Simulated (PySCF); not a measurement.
## Stretching LiBr

Set-up: PySCF, spin-free X2C with a Gaussian nucleus, basis sets Li x2c-TZVPPall, Br x2c-TZVPPall. Energies in eV from Li + Br in their ground configurations at the same level. State: ¹Σ⁺ (singlet), closed shell.

All columns are PBE0. A positive dipole means Li(−)Br(+).

| R (Å) | E (eV) | μ (D) | Mulliken charge on Li (basis-dependent) | HOMO (eV) | LUMO (eV) | Mayer bond order | ⟨S²⟩ |
| --- | --- | --- | --- | --- | --- | --- | --- |
| 1.867 | -3.705 | -5.89 | 0.64 | -7.20 | -1.19 | 0.69 | 0.00 |
| 1.954 | -3.990 | -6.21 | 0.65 | -7.05 | -1.24 | 0.68 | 0.00 |
| 2.041 | -4.148 | -6.53 | 0.65 | -6.92 | -1.30 | 0.67 | 0.00 |
| 2.106 | -4.205 | -6.79 | 0.65 | -6.82 | -1.35 | 0.66 | 0.00 |
| 2.171 | -4.221 | -7.05 | 0.66 | -6.72 | -1.40 | 0.65 | 0.00 |
| 2.236 | -4.205 | -7.31 | 0.66 | -6.63 | -1.45 | 0.65 | 0.00 |
| 2.323 | -4.145 | -7.67 | 0.66 | -6.52 | -1.53 | 0.64 | 0.00 |
| 2.432 | -4.027 | -8.13 | 0.66 | -6.38 | -1.63 | 0.63 | 0.00 |
| 2.562 | -3.845 | -8.69 | 0.66 | -6.22 | -1.76 | 0.63 | 0.00 |
| 2.736 | -3.568 | -9.45 | 0.66 | -6.02 | -1.94 | 0.62 | 0.00 |

A fit through these points gives, at Re = 2.168 Å, μ = -7.04 D and dμ/dR = -4.01 D/Å; the reduced mass is 6.443 u.

Q: How strong is the fundamental in the double-harmonic approximation, I = 42.26·(dμ/dR)²/μred km/mol?

A: I = 42.26·(-4.01)²/6.443 = 105 km/mol at PBE0.
